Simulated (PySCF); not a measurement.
**Computed vibrations of Tm(SH)3**

Tm(SH)3 (singlet in the valence; each metal's 4f electrons, 12 of them, lie in its core potential, out of spins and levels). PySCF 2.14.0, RKS PBE0, Tm lcecp-1-SVP with ECP58, S def2-SVP, H def2-SVP; non-relativistic Hamiltonian with scalar-relativistic core potentials where named; density fitting; no spin-orbit coupling. Central differences of gradients.

```xyz
7

Tm    0.0000    0.0000   -0.2769
S     2.4474    0.0000    0.4325
H     2.1600    0.0000    1.7544
S    -1.2237    2.1195    0.4325
H    -1.0800    1.8706    1.7544
S    -1.2237   -2.1195    0.4325
H    -1.0800   -1.8706    1.7544
```

Run from Python with OMP_NUM_THREADS=2. Where DIIS fails, smearing, a level shift and second-order steps follow.
It took 60 s on 2 threads of Intel(R) Xeon(R) Platinum 8488C (Sapphire Rapids) (shared host).

(1) What are the harmonic wavenumbers and infrared intensities?

(2) Is this a minimum?

An lcecp potential fixes the number of 4f electrons, so in runs with it no electron can move into or out of that shell.

Results:

(1) Modes are labelled in C3v; negative numbers are unstable modes, those under 60 cm⁻¹ near the noise; a finer grid moves soft modes by up to 10 cm⁻¹.
| cm⁻¹ | km/mol | symmetry |
| --- | --- | --- |
| -280 | – | a2 |
| -214 | – | e |
| -214 | – | e |
| 59 | 21.1 | a1 |
| 89 | 4.3 | e |
| 89 | 4.3 | e |
| 305 | 21.4 | e |
| 305 | 21.4 | e |
| 311 | 5.8 | a1 |
| 352 | 66.5 | e |
| 352 | 66.5 | e |
| 380 | 21.6 | a1 |
| 2703 | 2.7 | e |
| 2703 | 2.7 | e |
| 2705 | 0.0 | a1 |

(2) No: 3 unstable; the lowest moves the atoms so:
```
Tm   0.00  0.00  0.00
S    0.00 -0.02  0.00
H    0.00  0.58  0.00
S    0.01  0.01  0.00
H   -0.50 -0.29  0.00
S   -0.01  0.01  0.00
H    0.50 -0.29  0.00
```
